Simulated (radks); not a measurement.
Values are calculated unless marked as measured or tabulated.
Initial-state core-level shifts of neutral germanium when its valence configuration changes from [Ar] 3d10 4s2 4p2. Level of theory: scalar-relativistic Kohn-Sham, r2SCAN, spin-polarised, spherical densities, finite nucleus; open shells are filled with parallel spins first; meta-GGA in the generalised Kohn-Sham scheme; Fermi nuclear charge, rms radius 4.0742 fm (a radial shooting solver on a logarithmic mesh with Libxc functionals). Shifts are changes of the shell-averaged eigenvalues in eV (positive: less bound); the change of the density at the nucleus, which sets a Mossbauer isomer shift, is in e/bohr^3, on a base of 3.206e+04.

| valence | 1s | 2s | 2p | 3p | density at nucleus |
|---|---|---|---|---|---|
| 3d9 4s2 4p3 | -11.552 | -12.690 | -12.623 | -10.204 | +11.685 |
| 3d10 4s1 4p3 | -1.062 | -1.008 | -1.010 | -1.087 | -16.889 |
| 3d10 4s0.5 4p3.5 | -2.529 | -2.410 | -2.415 | -2.503 | -25.479 |
| 3d10 4p4 | -3.740 | -3.561 | -3.570 | -3.668 | -34.222 |
| 3d8 4p6 | -27.937 | -30.222 | -30.099 | -24.545 | -21.603 |
| 3d9.5 4s2 4p2.5 | -5.677 | -6.223 | -6.190 | -5.067 | +5.716 |
| 3d8 4s2 4p4 | -24.516 | -26.937 | -26.808 | -21.256 | +24.076 |
| 3d10 4s1.5 4p2.5 | -0.604 | -0.573 | -0.574 | -0.609 | -8.404 |
| 3d9.5 4s0.5 4p4 | -8.456 | -8.883 | -8.855 | -7.786 | -21.867 |
